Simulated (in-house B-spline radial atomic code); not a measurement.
**Ionising the rhodium ion Rh⁴⁺ with different functionals**

Computed with an all-electron radial atomic-structure program (B-spline basis): scalar-relativistic (spin-free X2C) Hamiltonian, Fermi nucleus of rms radius 4.4945 fm, spin-polarised at highest spin, spherical fractional occupations for the functionals, and exact exchange of hybrids averaged over the configuration. The ionisation energy is the difference of two self-consistent energies, [Kr] 4d5 → [Kr] 4d4, without Breit or QED terms; ε is the level of the shell that loses the electron (its least bound occupied spin orbital). There is no spin-orbit coupling in this Hamiltonian.

```csv
method,rung,ΔSCF (eV),-ε(4d) (eV)
PBE0,global hybrid,64.36,58.63
B3LYP,global hybrid,64.20,58.01
TPSSh,global hybrid,64.30,57.25
BHandHLYP,global hybrid,64.11,60.60
r2SCAN0,global hybrid,64.73,59.05
B97-1,global hybrid,64.04,57.94
HSE06,range-separated hybrid,64.34,58.20
wB97X,range-separated hybrid,?,?
CAM-B3LYP,range-separated hybrid,?,?
LC-wPBE,range-separated hybrid,64.23,61.40
```

Q: What does CAM-B3LYP give?

A: ΔSCF 64.14 eV, and -ε(4d) = 59.90 eV.

Q: What does wB97X give?

A: ΔSCF 63.88 eV, and -ε(4d) = 60.81 eV.

Q: Among the functionals, which spreads more, the ΔSCF values or the orbital energies?

A: The orbital energies: ΔSCF values span about 0.85 eV and the orbital energies 4.15 eV; here energy differences depend much less on the functional than eigenvalues do.

Q: How do they compare with the NIST value?

A: NIST lists 63 eV ± 1.9 (tabulated theory, ground level to ground level). Errors run from +0.88 to +1.73 eV; all lie within about twice that uncertainty, so the table can't rank the methods.
